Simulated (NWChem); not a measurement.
System: C2H4ClNOSi; SMILES O=C/N=C/[SiH2]Cl

NWChem input:

```
start job
memory heap 200 mb stack 900 mb global 1100 mb
geometry units angstroms noautoz
  O     -0.042070     3.847449     0.000000
  C     -0.486474     2.731461     0.000000
  N      0.341906     1.562945     0.000000
  C     -0.291892     0.448701     0.000000
  Si     0.773609    -1.119936     0.000000
  Cl    -0.483666    -2.775564     0.000000
  H     -1.581663     2.519326     0.000000
  H     -1.398047     0.411854     0.000000
  H      1.604109    -1.149988     1.223000
  H      1.604109    -1.149988    -1.223000
end
basis spherical
  * library def2-tzvp
end
dft
  xc hfexch
  iterations 150
  semidirect filesize 400000000
  mulliken
end
task dft energy
```

Output (shortened):

```
             Northwest Computational Chemistry Package (NWChem) 7.3.0
             --------------------------------------------------------

 CS  symmetry detected

                             Geometry "geometry" -> ""
                             -------------------------

 Output coordinates in angstroms (scale by  1.889725989 to convert to a.u.)

  No.       Tag          Charge          X              Y              Z
 ---- ---------------- ---------- -------------- -------------- --------------
    1 O                    8.0000    -0.05634050     3.87039403     0.00000000
    2 C                    6.0000    -0.49766660     2.75318528     0.00000000
    3 N                    7.0000     0.33393126     1.58695714     0.00000000
    4 C                    6.0000    -0.29679293     0.47097031     0.00000000
    5 Si                  14.0000     0.77302795    -1.09472369     0.00000000
    6 Cl                  17.0000    -0.47967855    -2.75381106     0.00000000
    7 H                    1.0000    -1.59226669     2.53803220     0.00000000
    8 H                    1.0000    -1.40284216     0.43107435     0.00000000
    9 H                    1.0000     1.60360763    -1.12248631     1.22300000
   10 H                    1.0000     1.60360763    -1.12248631    -1.22300000

 Effective nuclear repulsion energy (a.u.)     308.6253410691

      Symmetry information
      --------------------

 Group name             Cs
 Group number              2
 Group order               2
 No. of unique centers     9

  xc_inp: hfexch multiplicative factor not found.

                                 NWChem DFT Module
                                 -----------------

 Summary of "ao basis" -> "ao basis" (spherical)
 ------------------------------------------------------------------------------
       Tag                 Description            Shells   Functions and Types
 ---------------- ------------------------------  ------  ---------------------
 O                         def2-tzvp                11       31   5s3p2d1f
 C                         def2-tzvp                11       31   5s3p2d1f
 N                         def2-tzvp                11       31   5s3p2d1f
 Si                        def2-tzvp                13       37   5s5p2d1f
 Cl                        def2-tzvp                13       37   5s5p2d1f
 H                         def2-tzvp                 4        6   3s1p

      Symmetry analysis of basis
      --------------------------

        a'        150
        a"         72

            General Information
            -------------------
          SCF calculation type: DFT
          Wavefunction type:  closed shell.
          No. of atoms     :    10
          No. of electrons :    62
           Alpha electrons :    31
            Beta electrons :    31
          Charge           :     0
          Spin multiplicity:     1
          Use of symmetry is: on ; symmetry adaption is: on
          Maximum number of iterations: 150
          AO basis - number of functions:   222
                     number of shells:    86
          Convergence on energy requested:  1.00D-06
          Convergence on density requested:  1.00D-05
          Convergence on gradient requested:  5.00D-04

              XC Information
              --------------
                     Hartree-Fock (Exact) Exchange  1.000

      Superposition of Atomic Density Guess
      -------------------------------------

 Sum of atomic energies:        -954.75085137

      Non-variational initial energy
      ------------------------------

 Total energy =    -957.170001
 1-e energy   =   -1929.624203
 2-e energy   =     663.828861
 HOMO         =      -0.290336
 LUMO         =      -0.088711

      Symmetry analysis of molecular orbitals - initial
      -------------------------------------------------

  Numbering of irreducible representations:

     1 a'          2 a"

  Orbital symmetries:

     1 a'          2 a'          3 a'          4 a'          5 a'
     6 a'          7 a'          8 a'          9 a"         10 a'
    11 a'         12 a"         13 a'         14 a'         15 a'
    16 a'         17 a'         18 a'         19 a'         20 a'
    21 a'         22 a'         23 a"         24 a"         25 a'
    26 a'         27 a"         28 a'         29 a'         30 a"
    31 a'         32 a"         33 a"         34 a'         35 a'
    36 a'         37 a'         38 a'         39 a"         40 a'
    41 a'

------------------------------------------------------------
EAF file 0: "./job.aoints.0" size=437780480 bytes
------------------------------------------------------------
               write      read    awrite     aread      wait
               -----      ----    ------     -----      ----
     calls:      835         0         0         0         0
   data(b): 4.38e+08  0.00e+00  0.00e+00  0.00e+00
   time(s): 0.00e+00  0.00e+00  0.00e+00  0.00e+00  0.00e+00
rate(mb/s): 0.00e+00  0.00e+00
------------------------------------------------------------

     ---------------------------------------------
      Total Density - Mulliken Population Analysis
     ---------------------------------------------

[...]
```

Level: Hartree-Fock/def2-TZVP. Coordinates come from a B3LYP/6-31G* (spherical d) optimisation.
